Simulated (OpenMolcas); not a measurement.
**Cl6+: CASPT2 settings compared**

```json
{"Program": "OpenMolcas", "Basis": "ANO-L-VQZP [6s5p3d2f]", "Scalar Hamiltonian": "non-relativistic, point nucleus", "Active space": "1 electron in 4 orbitals (3s 3p)", "State averaging": "2S+1 = 2 even, 1 root; 2S+1 = 2 odd, 3 roots", "Spin-orbit coupling": "RASSI with atomic mean-field integrals over the reference wave functions, term energies averaged over their components"}
```

Methods on the same reference wave functions:
A. CASSCF
B. SS-CASPT2, IPEA 0.75 Eh, no level shift (closed shells correlated: 2s 2p)
C. SS-CASPT2, IPEA 0.75 Eh, imaginary shift 0.1 Eh (closed shells correlated: 2s 2p)
D. XMS-CASPT2, IPEA 0.3 Eh, imaginary shift 0.4 Eh (closed shells correlated: 2s 2p)

Energies in cm-1 above 3s 2S 1/2, the measured ground level; measured values from Moore, Atomic Energy Levels, vol. I, NSRDS-NBS 35 (1971 reprint of NBS Circular 467, 1949).

| Level | A | B | C | D | Measured |
| --- | --- | --- | --- | --- | --- |
| 3s 2S 1/2 | 0.0 | 0.0 | 0.0 | 0.0 | 0.0 |
| 3p 2P* 1/2 | 120884 | 121074 | 121074 | 121038 | 123001 |
| 3p 2P* 3/2 | 122567 | 122757 | 122757 | 122722 | 124891 |

Deviations, from unrounded energies. A percentage is the sum of absolute deviations over the sum of measured energies, with the sign that they share, or ± where signs differ.

```tsv
Against measurement	Levels	A	B	C	D
mean absolute deviation (cm-1)	2	2200	2000	2000	2100
other configurations (%)	2	-1.8	-1.6	-1.6	-1.7
```

B, C, D lie about equally close to measurement and A furthest from it. The largest miss of B in the table is 3p 2P* 3/2, by -2100 cm-1. The ranking rests on the paired levels alone, and a cruder setting can come out closer through cancelling errors.

Among B to D the level of the table that moves most is 3p 2P* 1/2, by 36 cm-1 (lowest in D, highest in B).

The two smallest mean deviations differ by little beside CASPT2's spread within terms, so their order carries little weight.

The lowest spin-free term lies below A's lowest term by 0.041 hartree in B, 0.041 hartree in C, 0.041 hartree in D.

With one active electron the reference holds no correlation, so core polarisation is missing (holds for A). With one active electron, CASPT2 adds the correlation within the correlated inactive shells and between them and that electron, and leaves the splitting within a term as the reference gives it (holds for B; C; D). Computed and measured levels are paired by configuration, term and J; levels that our copy of the source lacks, or whose pairing is in doubt (as where it misses far off the trend of its configuration), stay unpaired and out of the deviations. Levels of configurations outside the active space are missing.

* marks odd parity.
